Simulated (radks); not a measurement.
Valence configurations of Ag I (all share [Kr]). All-electron calculation, scalar-relativistic Kohn-Sham, PBE, spin-polarised, spherical densities, finite nucleus; open shells are filled with parallel spins first (spin-orbit coupling, left out, can overturn this in heavy ions); Fermi nuclear charge, rms radius 4.5454 fm. Program: a radial shooting solver on a logarithmic mesh with Libxc functionals. Energies are relative to 4d10 5s1; eigenvalues in eV for spin up.

valence	E (eV)	moment (Bohr magnetons)	e(4d)	e(5p)	e(5s)
4d10 5s1	0.000	1	-7.504	-	-4.734
4d9.5 5s1.5	1.849	1	-9.241	-	-5.196
4d10 5s0.5 5p0.5	1.916	1	-8.510	-1.470	-5.392
4d9.5 5s1 5p0.5	3.537	2	-10.191	-1.768	-6.073
4d10 5p1	3.911	1	-9.392	-1.891	-
4d9 5s2	4.093	1	-11.046	-	-5.651
4d9 5s1 5p1	7.815	3	-12.754	-2.457	-7.247
4d8 5s1 5p2	18.525	5	-17.801	-3.709	-9.352
4d8 5s0.5 5p2.5	21.365	5	-18.462	-4.014	-9.733

NIST lists [Kr] 4d10 5s1 as the ground configuration; this level of theory agrees among the configurations tried. The energies are those of spherical high-spin densities, not of single terms.
